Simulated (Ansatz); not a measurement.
**Question.** Name a neutral molecule of C, F, N, Si and H with HOMO–LUMO gap (B3LYP/def2-TZVPP) between 6.25 and 6.55 eV and size of the dipole moment (B3LYP/def2-TZVPP) between 2.45 and 2.75 D (Ansatz, PBE0-D4/def2-TZVP geometry).

**Answer.** `C[SiH](F)[SiH2]N` (6.45 eV, 2.71 D). Other molecules can fit too; these were computed, each in one conformer that needn't be the lowest.

B3LYP here is the variant with VWN-RPA as its local correlation; programs differ in this.
